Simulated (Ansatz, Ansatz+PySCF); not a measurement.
```xyz
2

Zn    0.0000    0.0000    0.0000
O     0.0000    0.0000    3.4000
```

Basis set: def2-SVP (spherical functions). Charge 0, multiplicity 1.

Computed with Ansatz (development build ahead of 0.2.0); each method stands on the lowest determinant of its kind that the runs found.

Q: Give the atomization energy at this shape (free ground-state atoms in the same class of orbitals less the molecule, no zero-point energy) of singlet ZnO by PBE0 (unrestricted), UHF.

A:

```tsv
method	atomization energy
PBE0 (unrestricted)	-60.6 kJ/mol
UHF	-102.1 kJ/mol
```

Caution: another spin multiplicity may lie lower; the shape is not the minimum; the unrestricted determinant is a mixture of spin states. Caution for PBE0 (unrestricted): charge can spread falsely over distant fragments. Caution for UHF: the molecule lies well above its atoms at this level.
